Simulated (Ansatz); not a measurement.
Relaxation of AlClFGeH$_{4}$N (9 atoms, charge 0, multiplicity 1), to a largest force component of 0.015 eV/Å in at most 40 steps.

All numbers below come from RKS PBE0-D4/def2-SVP (Ansatz 0.2.0).

```xyz
9
Properties=species:S:1:pos:R:3
N 1.600 0.956 -1.107
Al 0.899 -0.269 0.154
Cl 2.293 -1.405 1.390
Ge -1.424 -0.609 0.404
F -2.359 0.418 -0.728
H 2.051 1.758 -0.580
H 0.740 1.453 -1.546
H -1.798 -2.083 0.093
H -1.914 -0.265 1.903
```

Problem. Where does it end, and by what steps?

Solution. The forces met the threshold. After 9 steps the energy has fallen by 0.742 eV; H6 moved furthest, 0.64 Å.

| step | energy less start (eV) | largest force component (eV/Å) | accepted |
| --- | --- | --- | --- |
| 0 | 0.0000 | 2.408 | yes |
| 1 | -0.4101 | 1.426 | yes |
| 2 | -0.4981 | 1.605 | yes |
| 3 | -0.6822 | 0.591 | yes |
| 4 | -0.7391 | 0.116 | yes |
| 5 | -0.7392 | 0.143 | yes |
| 6 | -0.7352 | 0.403 | no |
| 7 | -0.7417 | 0.019 | yes |
| 8 | -0.7421 | 0.020 | yes |
| 9 | -0.7422 | 0.014 | yes |

```xyz
9
Properties=species:S:1:pos:R:3
N 1.399 1.092 -0.849
Al 0.931 -0.182 0.270
Cl 2.415 -1.197 1.371
Ge -1.468 -0.702 0.471
F -2.193 0.421 -0.679
H 2.342 1.413 -1.040
H 0.726 1.610 -1.405
H -1.921 -2.106 0.018
H -2.142 -0.397 1.826
```

Whether the end is a true minimum wasn't checked by a vibrational analysis.

Run time: 43 s on 2 threads of Arm Neoverse V1, with other jobs on the host, peak memory 0.29 GiB.
